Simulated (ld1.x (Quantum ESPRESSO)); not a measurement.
**Logarithmic derivatives: Al, TM**

```json
{
 "Element": "aluminium",
 "Generator": "ld1.x (Quantum ESPRESSO) 7.5",
 "Type": "norm-conserving Troullier–Martins (Kleinman–Bylander form)",
 "Functional": "LDA (PZ)",
 "Relativity": "non-relativistic",
 "Frozen core": "[He]",
 "Valence charge": "11",
 "Reference configuration": "2s2 2p6 3s1.75 3p1.25",
 "Partial waves": "2s (bound): rc 0.95 bohr; 2p (bound): rc 0.70 bohr; 3d channel at 0.05 Ry: rc 1.00 bohr",
 "Local potential": "the d channel",
 "Core correction": "none"
}
```

Occupied shells without a wave of their own: 3p, 3s. They enter only through the test configuration that unscreens the potential.

The phase is arctan(r·u′/u) with u = r·R(r), unwrapped; energies in Ry, scanned from -10 to 5 Ry. A pole is an energy at which the radial function vanishes at the test radius. The pseudo phase is shifted by a multiple of π to meet the all-electron one at the reference energy, and phase errors are pseudo minus all-electron; the curves can meet again beyond the range given. Levels narrower than the energy grid can be missing from the lists of poles.

```tsv
channel	radius (bohr)	reference energy (Ry)	poles, all-electron	poles, pseudo	unbroken range about the reference energy with phases within 0.05 rad	phase error 1 Ry above the reference energy (rad)
s	1.10	-7.90	-6.20	-6.21	below 3.0	-0.001
p	1.10	-5.16	-3.69	-3.69	the whole range	-0.000
d	1.10	0.05	none	none	the whole range	+0.000
```

Phases in the p channel:

```csv
E (Ry),all-electron,pseudo
-10.00,1.181,1.181
-9.76,1.169,1.169
-9.52,1.156,1.156
-9.28,1.141,1.141
-9.04,1.125,1.125
-8.80,1.106,1.106
-8.56,1.084,1.084
-8.32,1.059,1.059
-8.08,1.028,1.028
-7.84,0.992,0.992
-7.60,0.947,0.947
-7.36,0.890,0.890
-7.12,0.816,0.816
-6.88,0.718,0.718
-6.64,0.581,0.581
-6.40,0.389,0.389
-6.16,0.121,0.121
-5.92,-0.217,-0.217
-5.68,-0.566,-0.566
-5.44,-0.856,-0.856
-5.20,-1.069,-1.069
-4.96,-1.220,-1.220
-4.72,-1.328,-1.328
-4.48,-1.409,-1.409
-4.24,-1.471,-1.471
-4.00,-1.520,-1.520
-3.76,-1.561,-1.561
-3.52,-1.594,-1.594
-3.28,-1.623,-1.623
-3.04,-1.648,-1.648
-2.80,-1.670,-1.671
-2.56,-1.690,-1.690
-2.32,-1.708,-1.709
-2.08,-1.725,-1.726
-1.84,-1.741,-1.741
-1.60,-1.756,-1.756
-1.36,-1.770,-1.770
-1.12,-1.784,-1.784
-0.88,-1.797,-1.797
-0.64,-1.810,-1.810
-0.40,-1.823,-1.823
-0.16,-1.835,-1.836
0.08,-1.848,-1.849
0.32,-1.861,-1.861
0.56,-1.874,-1.875
0.80,-1.887,-1.888
1.04,-1.901,-1.901
1.28,-1.915,-1.915
1.52,-1.929,-1.930
1.76,-1.944,-1.945
2.00,-1.960,-1.961
2.24,-1.976,-1.978
2.48,-1.993,-1.995
2.72,-2.012,-2.014
2.96,-2.031,-2.033
3.20,-2.052,-2.054
3.44,-2.074,-2.077
3.68,-2.098,-2.101
3.92,-2.124,-2.127
4.16,-2.151,-2.156
4.40,-2.182,-2.187
4.64,-2.215,-2.221
4.88,-2.251,-2.258
```
